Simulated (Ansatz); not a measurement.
C7H12 can be A, `C#CCCCCC`, or B, `C=C1CCCCC1`.

Isolated molecules relaxed with PBE0-D4/def2-TZVP in Ansatz; ΔE leaves out vibrations. CBS: MP2 limit from def2 TZ/QZ plus the TZ coupled-cluster correction, frozen cores. Functionals use def2-TZVPP. B3LYP here is the variant with VWN-RPA as its local correlation; programs differ in this. One conformer a species, not always the lowest.

Task: Which is lower in electronic energy at CCSD(T)/CBS, and by how much? (Estimate.)

Result: The calculation gave: B, by 142.1 kJ/mol.

Task: Give E(B) − E(A) in kJ/mol with CCSD(T)/def2-TZVPP, B3LYP, B3LYP-D4, ωB97M-V, PBE-D4, HF/def2-TZVPP, B2PLYP. (An estimate is asked.)

Result: The calculation gave: CCSD(T)/def2-TZVPP -143.4, B3LYP -131.2, B3LYP-D4 -142.0, ωB97M-V -147.1, PBE-D4 -154.3, HF/def2-TZVPP -129.4, B2PLYP -133.6. None reverses the order clearly.

Largest T1 diagnostic: 0.010.

From r2SCAN to r2SCAN0 (25 % exact exchange), in def2-TZVPP and without D4, E(B) − E(A) moves by −7.2 kJ/mol. At CCSD(T), def2-SVP lies −9.7 kJ/mol from the extrapolated value and def2-TZVPP −1.2 kJ/mol.
